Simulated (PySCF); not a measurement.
**Radial density of Hg (mercury, neutral)**

TPSSh, [Xe] 4f14 5d10 6s1 7s1, high-spin 3S determinant (an excited configuration). All numbers are calculated (PySCF 2.14, a scalar-relativistic core potential, in aug-cc-pVDZ-PP with ECP60MDF). This is the valence pseudo-density: the core potential removes the inner electrons and smooths the orbitals near the nucleus.

```tsv
r (bohr)	4πr²ρ (e/bohr)	4πr²(ρα − ρβ)
0.0418	1.169e-05	0.0000
0.0703	3.874e-05	0.0000
0.118	0.0001921	0.0000
0.199	0.002504	0.0001
0.335	0.1145	0.0032
0.563	4.525	0.0757
0.947	18.15	-0.0542
1.59	8.114	0.3352
2.68	1.331	0.4400
4.51	0.1466	0.1242
7.58	0.1918	0.1918
12.7	0.01125	0.0113
```

Energies and moments cover only the electrons outside the core potential. Spin-orbit coupling, which splits the p, d and f shells strongly at this Z, is absent. The outer electron is Rydberg-like, and this basis confines it to a smaller radius and binds it less than a complete one would.

Problem. Where is the radial spin density 4πr²(ρα − ρβ) most negative, and why is it negative at all?

Solution. Around r = 0.947 bohr, down to -0.0542 e/bohr: exchange with the open shell polarises the paired shells in an unrestricted calculation.
